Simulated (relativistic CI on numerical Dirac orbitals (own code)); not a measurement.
# Slater and spin-orbit integrals, Ir³⁶⁺

These numbers are calculated, not measured: Dirac-Coulomb-Breit CI, KLI orbitals optimised for each configuration, model QED, unscaled Slater integrals (own radial code, finite nucleus).

Slater integrals F^k, G^k are unscaled and averaged over j, outside the closed core [Ar] 3d10; ζ comes from projecting the Hamiltonian with its Breit term on Σ l·s of the shell.

- 4s2 4p6 4d5: F^2(4d,4d) = 247860, F^4(4d,4d) = 168770, ζ(4d) = 71250 cm⁻¹; <r>(4d) = 0.4048, <r^2>(4d) = 0.1874 (bohr units).
- 4s2 4p6 4d4 4f: F^2(4d,4d) = 247710, F^4(4d,4d) = 168660, ζ(4d) = 71177, F^2(4d,4f) = 249350, F^4(4d,4f) = 162340, G^1(4d,4f) = 254420, G^3(4d,4f) = 176340, G^5(4d,4f) = 129870, ζ(4f) = 12706 cm⁻¹; <r>(4d) = 0.4051, <r^2>(4d) = 0.1877, <r>(4f) = 0.3799, <r^2>(4f) = 0.1636 (bohr units).
- 4s2 4p5 4d6: ζ(4p) = 577750, F^2(4d,4d) = 247790, F^4(4d,4d) = 168720, F^2(4p,4d) = 249040, G^1(4p,4d) = 309010, G^3(4p,4d) = 197910, ζ(4d) = 70988 cm⁻¹; <r>(4p) = 0.4027, <r^2>(4p) = 0.1836, <r>(4d) = 0.4049, <r^2>(4d) = 0.1875 (bohr units).

(1) Give the Racah parameters of the d shell in 4s2 4p6 4d5.

Averages of the first 9 configurations, taken without configuration mixing, which lowers the lowest level and can move excited configurations by several eV; other configurations of the list can lie among them:

```
     Configuration  Parity  States  Average energy above the lowest level (eV)
       4s2 4p6 4d5    even     252                                        47.6
    4s2 4p6 4d4 4f     odd    2940                                       270.5
       4s2 4p5 4d6     odd    1260                                       279.3
     4s 4p6 4d5 4f     odd    7056                                       690.5
           4p6 4d7    even     120                                       896.8
           4p5 4d8     odd     270                                      1125.1
   4s2 4p6 4d3 5s2    even     120                                      1052.5
4s2 4p6 4d2 4f 5s2     odd     630                                      1274.8
 4s 4p6 4d3 4f 5s2     odd    3360                                      1695.5
```

## Answers

(1) B = F²/49 − 5F⁴/441 = 3145 cm⁻¹ and C = 35F⁴/441 = 13394 cm⁻¹.
